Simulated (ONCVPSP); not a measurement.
# Transferability test, ONCV potential for O (Z = 8)

O (Z = 8), optimised norm-conserving Vanderbilt (ONCV), made with ONCVPSP 4.0.1 (LDA (Perdew-Zunger), scalar-relativistic). Core [He], reference 2s2 2p3.5 (charge +0.5). Waves: 2s: rc 0.80 bohr, ncon 4, nbas 7, qcut 9.9 1/bohr, 1 projector; 2p: rc 1.55 bohr, ncon 4, nbas 9, qcut 10.3 1/bohr, 2 projectors, debl 1.4 Ha. Local part: polynomial inside 0.55 bohr (lpopt 5, dvloc0 0 Ha). Core correction: Teter function, fcfact 1.75, rcfact 1.25.

Energies are relative to the spin-unpolarised reference configuration 2s2 2p3.5; without spin polarisation the order of configurations can differ from experiment.

Question: Give the all-electron excitation energy and the error of the potential for: 2s2 2p4; 2s2 2p3; 2s2 2p2; 2s1 2p4.

Answer:

| valence configuration | charge | ΔE all-electron (eV) | error AE − PS (meV) |
| --- | --- | --- | --- |
| 2s2 2p4 | 0 | -6.366 | +4.4 |
| 2s2 2p3 | +1 | 10.218 | +8.4 |
| 2s2 2p2 | +2 | 43.926 | +146 |
| 2s1 2p4 | +1 | 25.056 | -4.3 |
